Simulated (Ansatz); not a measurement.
## Energy profile

The step: SiH₄O₃ ([OH][SiH]([OH])[OH]) + H₂O → SiH₄O₄ ([OH][Si]([OH])([OH])[OH]) + H₂; bonds formed: Si1–O7, H2–H6; bonds broken: Si1–H2, H6–O7 (atoms numbered as in the saddle structure below).

```
11
angstrom
Si 0.0836 -0.2290 0.0284
H 1.5088 0.7252 -0.2214
O 0.6959 -0.7538 1.4602
O -1.4723 -0.7992 0.2023
O 0.3924 -0.8393 -1.4648
H 0.6787 1.5193 -0.2961
O -0.4101 1.5421 -0.0242
H 1.6033 -0.4909 1.6230
H -1.7334 -0.9685 1.1084
H -0.2789 -1.4785 -1.7233
H -1.0682 1.7723 -0.6926
```

Electronic energies by CCSD(T) at an estimated basis limit (MP2 extrapolated from triple and quadruple zeta, plus CCSD(T) − MP2 in triple zeta), on PBE0-D4/def2-TZVP structures; SiH₆O₄, closed shell; no counterpoise correction. Ansatz 0.2.0; basis: def2-TZVPP and def2-QZVPP; cores frozen in the correlated methods. Extrapolation: Hartree–Fock as exp(−7.88 √X), correlation as X^−2.97.

(1) Give the profile in kcal/mol, counted from the separated reactants. (An estimate is asked for; the value comes from the calculation.)

The T1 diagnostic stays at or below 0.012.

Results:

(1) Computed:
```csv
point,kcal/mol
"separated: SiH₄O₃ (linked as [OH][SiH]([OH])[OH]; Si1, H2, O3, O4, O5, H8, H9, H10; singlet) + H₂O (H6, O7, H11; singlet)",0.00
start structure,-8.36
saddle,32.50
end structure,-24.64
"separated: SiH₄O₄ (linked as [OH][Si]([OH])([OH])[OH]; Si1, O3, O4, O5, O7, H8, H9, H10, H11; singlet) + H₂ (H2, H6; singlet)",-23.58
```

For scale, one of the runs: CCSD(T)/def2-TZVPP, 250 basis functions, launched by `ansatz run in.yaml --threads 8 --pin off --events-out ev --progress --plain --max-ram 19148MiB`. The run took 68 s on 8 CPU threads of an Intel Xeon Platinum 8488C (shared host), with 5.7 GiB of host memory at its peak.
